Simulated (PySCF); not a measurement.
Sb: electron affinity

Sb⁻ [Kr] 4d10 5s2 5p4 (3P) → Sb [Kr] 4d10 5s2 5p3 (4S), as a difference of total energies. All numbers are calculated (PySCF 2.14, the spin-free X2C one-electron Hamiltonian (Gaussian nucleus), in aug-cc-pVQZ-DK3 (9s8p6d3f2g, 102 functions)). Correlated levels: valence: [Kr] 4d10 frozen. The calculations carry no spin-orbit coupling.

Order these methods by the electron affinity they give, lowest first.
A. TPSSh
B. MP2 (valence)
C. PBE
D. PW91

B (0.684 eV), A (0.905 eV), C (0.971 eV), D (1.014 eV).

A first-order spin-orbit estimate (lowest level to lowest level, LS coupling) adds 0.150 eV.

Errors of the correlated levels include the incompleteness of this basis and the frozen core.

A negative affinity means that the anion lies above the atom at that level of theory.

In the anion the highest occupied orbital energy is positive at LDA, PBE, PBE0, r2SCAN, HSE06, PW91, TPSSh, a self-interaction effect; the basis confines that electron, and the energy difference can still be sensible.

For comparison: 1.047 eV (measured; photodetachment measurements, as compiled on the Wikipedia data page of electron affinities).
